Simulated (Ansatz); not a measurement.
Cost and result for the atomization energy of `[CH3][Al]([F])[SH]` (8 atoms, 7 bonds).

Charge 0, multiplicity 1. The structure was optimised at the PBE0-D4/def2-TZVP level. It is one conformer, not always the lowest. Program: Ansatz. Hardware: A = 2 threads of an AMD EPYC 7R13 on a shared host; B = 2 threads of an AMD EPYC 7R13 on a shared host and a share of an NVIDIA H100 80 GB. Times are those of one run each, without the atoms' runs, and a repeat can differ threefold. Electronic energies, without spin–orbit coupling; frozen cores. CCSD(T)/CBS extrapolates def2-TZVPP and def2-QZVPP, and its time is that of the two runs behind it. T1 = 0.011. B3LYP takes the VWN-RPA correlation (the form of Gaussian; ORCA's B3LYP/G).

CCSD(T)/CBS is a level of theory with its own doubt, some kJ/mol a heavy atom from the limit and from the frozen cores, so smaller differences don't rank the functionals.

```csv
level,functions,wall time,atomization (kcal/mol),difference from CCSD(T)/CBS,per bond
PBE-D4/def2-TZVPP (with forces) [A],202,2.1 s,695.3,2.6,0.4
PBE0-D4/def2-TZVPP [A],202,2.4 s,685.5,-7.2,-1.0
r2SCAN-D4/def2-TZVPP (with forces) [A],202,3.7 s,693.3,0.6,0.1
B3LYP-D4/def2-TZVPP (with forces) [A],202,4 s,685.6,-7.1,-1.0
B2PLYP/def2-TZVPP [A],202,4.3 s,681.4,-11.3,-1.6
ωB97X-V/def2-TZVPP [A],202,6.5 s,691.4,-1.3,-0.2
ωB97M-V/def2-TZVPP (with forces) [A],202,9 s,692.3,-0.4,-0.1
CCSD(T)/def2-TZVPP [B],202,13 s,673.4,-19.3,-2.8
CCSD(T)/def2-QZVPP [B],374,33 s,685.0,-7.7,-1.1
CCSD(T)/CBS(def2),–,45 s,692.7,0.0,0.0
```

From PBE to PBE0 (25 % exact exchange), in def2-TZVPP and without D4, the atomization energy moves by −9.2 kcal/mol: exact exchange takes away binding that semilocal exchange gives to molecules. In def2-TZVPP, CCSD(T) changes the Hartree–Fock value by +154.3 kcal/mol (the triples alone add +9.2 kcal/mol) and MP2 by +167.2 kcal/mol; breaking electron pairs costs correlation energy, which Hartree–Fock lacks. The D4 term adds +5.4 kcal/mol with B3LYP and +2.8 kcal/mol with PBE0; it sums over pairs of atoms, weighted by their polarisabilities, and B3LYP, whose exchange is more repulsive, gets the larger term.
